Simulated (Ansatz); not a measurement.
Input for Ansatz (development build ahead of 0.2.0):

```yaml
crystal:
  periodic: [false, false, false]
  atoms:
    - { symbol: Ti, position_ang: [-3.0e-05, 0.00023, 0.00125] }
    - { symbol: Cl, position_ang: [1.24331, 1.2435, 1.2435] }
    - { symbol: Cl, position_ang: [1.24304, -1.2437, -1.24378] }
    - { symbol: Cl, position_ang: [-1.24337, 1.24483, -1.24538] }
    - { symbol: Cl, position_ang: [-1.24294, -1.24487, 1.2444] }
basis:
  gaussian: { orbitals: cc-pVDZ }
hamiltonian:
  xc: hf
correlation:
  method: mp2
  frozen_orbitals: { Cl: 5, Ti: 5 }
```

The input is written out in the form of the current development build from the run's settings.

Output:

```json
{"Converged": "yes", "Reference energy": "-2686.68176 hartree", "Correlation energy": "-0.89956 hartree", "Total energy": "-2687.58132 hartree", "Spin squared of the determinant": "0.000"}
```

Caution: no unrestricted run beside it, a lower state can exist; other spin multiplicities were not run.
